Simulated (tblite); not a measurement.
Problem. What does the GFN2-xTB structure of `[H]/N=C\CC(C)(C)C[SiH2]P` look like in three dimensions?

Solution. 
```
atom  x, y, z in Å
C1    -1.0855   -1.4306    0.5740
C2    -0.5961   -0.3666   -0.4088
C3    -1.5682   -0.2965   -1.5931
C4    -0.5167    0.9972    0.3048
C5    -1.8433    1.5083    0.7797
N6    -2.2168    1.7082    1.9593
C7     0.7915   -0.7418   -0.9520
Si8    2.2774   -0.6911    0.2475
P9     2.9969    1.4294    0.3926
H10   -2.0680   -1.1666    0.9607
H11   -0.4022   -1.5304    1.4133
H12   -1.1600   -2.3970    0.0799
H13   -2.5944   -0.1851   -1.2523
H14   -1.5074   -1.2119   -2.1788
H15   -1.3257    0.5407   -2.2451
H16    0.1580    0.9129    1.1631
H17   -0.0936    1.7321   -0.3873
H18   -2.5703    1.7482    0.0085
H19   -1.5205    1.4867    2.6726
H20    1.0197   -0.0774   -1.7909
H21    0.7270   -1.7481   -1.3701
H22    3.3078   -1.6009   -0.2746
H23    1.9611   -1.1260    1.6132
H24    4.1393    1.1151    1.1040
H25    3.6790    1.4151   -0.8110
```

Any rigid rotation of these coordinates is as good. Atoms count from 1 in this order. Si8 (SiH2 silicon) is distorted tetrahedral (angles from 106.8° to 114.1°). N6 (imine nitrogen) is bent (angle 114.8°). The C–C distances run from 1.499 Å (C4–C5, drawn single) to 1.541 Å (C2–C4, drawn single), a spread of 0.042 Å. Of the pairs four or more bonds apart, Si8···H16 is among the closest relative to their van der Waals radii: 2.81 Å, 85 % of the sum of Bondi's values.

Bonds between heavy atoms (Å): C1–C2 1.529, C2–C3 1.534, C2–C4 1.541, C4–C5 1.499, C5=N6 1.253, C2–C7 1.537, C7–Si8 1.910, Si8–P9 2.244.

The geometry is computed with GFN2-xTB (gas phase).

Point group: C1 (no symmetry element, even within 0.4 Å). Its GFN2-xTB frequencies are all real (lowest 36 cm⁻¹). The numbers are those of one conformer (C1–C2–C4–C5 -64°, C2–C4–C5–N6 116°, C1–C2–C7–Si8 -69°, C2–C7–Si8–P9 -82°, C7–Si8–P9–H -171° and -78°).
